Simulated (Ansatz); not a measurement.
Basis-set series for `CN([SiH]Cl)[SiH](F)Cl` radical. Total charge 0; spin multiplicity 2. All single points use the PBE0-D4/def2-TZVP geometry. It is one conformer, not always the lowest.

```
functional       basis  functions  energy (Eh)  HOMO (eV)  LUMO (eV)
   PBE0-D4    def2-SVP        139  -1693.89740      -6.45      -2.72
   PBE0-D4  def2-TZVPP        331  -1694.66520      -6.52      -2.77
   ωB97M-V    def2-SVP        139  -1694.48787      -8.18      -1.09
   ωB97M-V  def2-TZVPP        331  -1695.25835      -8.28      -1.21
```

Problem. Give the rows for def2-QZVPP. (Estimate.)

Solution. Computed: 
```tsv
functional	basis	functions	energy (Eh)	HOMO (eV)	LUMO (eV)
PBE0-D4	def2-QZVPP	601	-1694.72353	-6.55	-2.80
ωB97M-V	def2-QZVPP	601	-1695.31336	-8.32	-1.27
```

HOMO and LUMO are taken over both spins.
